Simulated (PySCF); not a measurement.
SMILES C#C[Si](Cl)(C#C)C#C at its CAM-B3LYP/def2-SVP optimised geometry (Å):

```
11

C     -2.7694    -2.3600    -2.4879
C     -2.3509    -1.8085    -1.4946
Si    -1.7227    -0.9758     0.0000
Cl    -2.3861     0.9758     0.0000
C     -2.3512    -1.8085     1.4945
C     -2.7698    -2.3595     2.4880
C      0.0999    -0.9758     0.0000
C      1.3106    -0.9743     0.0001
H     -3.1407    -2.8507    -3.3700
H     -3.1414    -2.8496     3.3704
H      2.3861    -0.9740     0.0002
```

Computed with PySCF 2.14.0 with CAM-B3LYP/def2-TZVP. Cells within 0.4 Å of a nucleus heavier than hydrogen are left out (blank, or x).

Map of the electrostatic potential (hartree/e), clipped to [-0.08, 0.12] on the plane z = 0.0 Å:

```
|11111111111111111111111111111|
|11111111111111111111111111111|
|11111111000000111111111111111|
|11111110000000001111111111111|
|11111111000000000111111111111|
|00111111100000000011111111111|
|00111222110000000011111111111|
|00113577420000000001111111111|
|00137999962000000001111111111|
|00159999995100000000111111222|
|001899xx999200000000111222222|
|001999xx999310000001112222222|
|001799xx999531000001222222222|
|00149999999954311133333333322|
|00138999999999996799866544332|
|01237999999999999999999965432|
|11249999xx9999xx99x9999996433|
|11259999xx9999xx9xxx999996433|
|11249999xx9999xx99x9999996433|
|01237999999999999999999975433|
|01124999999999996899876544332|
|00113589999974321134333333322|
|00011246787642100011222222222|
|00000123344321100001112222222|
|00000011222211000001111222222|
|00000000111111000001111122222|
|00000000011111100011111111111|
|10000000001111111111111111111|
|11000000001111111111111111111|
```
Scale: ten equal steps from -0.023 (start of '0') to 0.120 (end of '9'), in the order '0123456789'; x runs from -4.50 to 4.50, y from -4.50 (bottom) to 4.50 (top).
